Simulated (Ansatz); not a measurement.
Cost and result up the ladder for `CC(=O)SCCCCCCCCCCCOc1ccccc1` (52 atoms). Charge 0, multiplicity 1. Geometry: PBE-D4/def2-SVP.

```xyz
52

C    -5.218    0.383    6.820
C    -4.168    0.152    5.754
O    -4.339   -0.544    4.769
S    -2.629    1.029    6.091
C    -1.658    0.459    4.653
C    -0.918   -0.857    4.905
C    -0.108   -1.340    3.694
C    -0.953   -1.736    2.477
C    -0.118   -2.259    1.305
C    -0.937   -2.731    0.095
C    -1.863   -1.674   -0.530
C    -1.184   -0.361   -0.944
C    -0.068   -0.515   -1.983
C     0.542    0.821   -2.411
C     1.647    0.664   -3.444
O     2.141    1.958   -3.766
C     3.130    2.074   -4.694
C     3.728    0.986   -5.365
C     4.742    1.226   -6.308
C     5.170    2.530   -6.592
C     4.570    3.610   -5.919
C     3.560    3.389   -4.979
H    -5.491   -0.593    7.270
H    -6.132    0.790    6.340
H    -4.876    1.073    7.615
H    -0.957    1.284    4.408
H    -2.389    0.357    3.825
H    -0.246   -0.733    5.781
H    -1.663   -1.632    5.187
H     0.622   -0.553    3.396
H     0.508   -2.213    4.005
H    -1.556   -0.864    2.143
H    -1.695   -2.508    2.782
H     0.601   -1.469    0.990
H     0.515   -3.103    1.658
H    -0.239   -3.120   -0.679
H    -1.557   -3.604    0.396
H    -2.359   -2.121   -1.420
H    -2.687   -1.438    0.178
H    -0.774    0.154   -0.046
H    -1.957    0.330   -1.348
H     0.735   -1.171   -1.579
H    -0.470   -1.047   -2.876
H     0.956    1.353   -1.527
H    -0.243    1.486   -2.832
H     2.471    0.025   -3.044
H     1.259    0.160   -4.361
H     3.412   -0.045   -5.160
H     5.202    0.370   -6.826
H     5.965    2.706   -7.332
H     4.895    4.641   -6.131
H     3.078    4.220   -4.443
```

Ansatz on 2 threads of AMD EPYC 7R13 on a shared host and a share (18 GiB) of an NVIDIA H100 80GB HBM3. Times are rough, and most runs start from the orbitals of an earlier one. ωB97M-V/def2-TZVP serves as the yardstick here, not as an exact answer. Differences are given only for rows in sets of like size (and for xTB, whose basis is part of the method), since another set adds its own error. Binding counts from free atoms at the same level (C triplet, O triplet, S triplet, H doublet; other spins of the atoms weren't run), without zero-point energy or a counterpoise term.

Correlated methods freeze 26 core orbitals. The rows differ in basis, and correlated rows in double-zeta sets carry the largest basis error. Single mean-field runs in def2-SVP, def2-TZVP are fitted with def2-universal-jkfit.

Run but left out: HF/STO-3G (restricted singlet, unstable in another Hartree–Fock run and untested here).

Correlated methods converge slowly with the basis, most of all in double-zeta sets.

| level | functions | wall time | binding energy per atom (eV) | difference from ωB97M-V/def2-TZVP (eV) | remarks |
| --- | --- | --- | --- | --- | --- |
| PBE-D4/def2-SVP | 462 | 2.6 s | 4.62 | – | – |
| PBE0-D4/def2-SVP | 462 | 2.7 s | 4.55 | – | – |
| PBE-D4/def2-TZVP | 868 | 3.5 s | 4.57 | 0.12 | – |
| MP2/def2-SVP | 462 | 4.1 s | 4.34 | – | restricted SCF unstable |
| r2SCAN-D4/def2-TZVP | 868 | 4.4 s | 4.46 | 0.01 | – |
| r2SCAN0-D4/def2-TZVP | 868 | 4.6 s | 4.40 | -0.05 | – |
| PBE0-D4/def2-TZVP (with forces) | 868 | 5.5 s | 4.49 | 0.04 | – |
| ωB97M-V/def2-TZVP | 868 | 7.5 s | 4.45 | 0.00 | – |
